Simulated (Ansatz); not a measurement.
Relaxation of C₂H₄BN (8 atoms, charge 0, multiplicity 1), to a largest force component of 0.015 eV/Å in at most 40 steps.

The calculation used Ansatz, RKS B3LYP-D4/6-31G*.

```xyz
8
Properties=species:S:1:pos:R:3
C -0.129 0.921 -0.323
N 0.463 -0.276 0.180
B 1.521 -1.164 0.674
C 0.016 -1.434 0.466
H -0.612 0.737 -1.288
H -0.889 1.293 0.371
H 0.643 1.682 -0.448
H -1.013 -1.760 0.368
```

Question: Where does it end, and by what steps?

Answer: It converged. The force dipped under the threshold on the way, but the program's further checks kept it going. After 22 steps the energy has fallen by 0.203 eV; H8 moved furthest, 0.64 Å.

```tsv
step	energy less start (eV)	largest force component (eV/Å)	accepted
0	0.0000	2.938	yes
1	-0.1116	1.660	yes
2	-0.1715	0.193	yes
3	-0.1725	0.025	yes
4	-0.1725	0.012	yes
5	-0.1726	0.016	yes
6	-0.1727	0.038	yes
7	-0.1663	0.332	no
8	-0.1726	0.101	no
9	-0.1729	0.012	yes
10	-0.1745	0.075	yes
11	-0.1769	0.195	yes
12	-0.1798	0.174	yes
13	-0.1845	0.176	yes
14	-0.1894	0.190	yes
15	-0.1990	0.114	yes
16	-0.1964	0.554	no
17	-0.1999	0.023	yes
18	-0.2016	0.111	yes
19	-0.2023	0.055	yes
20	-0.2023	0.040	yes
21	-0.2025	0.020	yes
22	-0.2025	0.012	yes
```

```xyz
8
Properties=species:S:1:pos:R:3
C -0.170 0.953 -0.300
N 0.361 -0.251 0.307
B 1.382 -1.042 1.191
C 0.065 -1.493 0.324
H -1.057 0.735 -0.904
H -0.418 1.662 0.496
H 0.611 1.401 -0.921
H -0.774 -1.965 -0.194
```

Whether the end is a true minimum wasn't checked by a vibrational analysis.

Run time: 53 s on 1 thread of Arm Neoverse V1, on a shared host, peak memory 0.14 GiB.
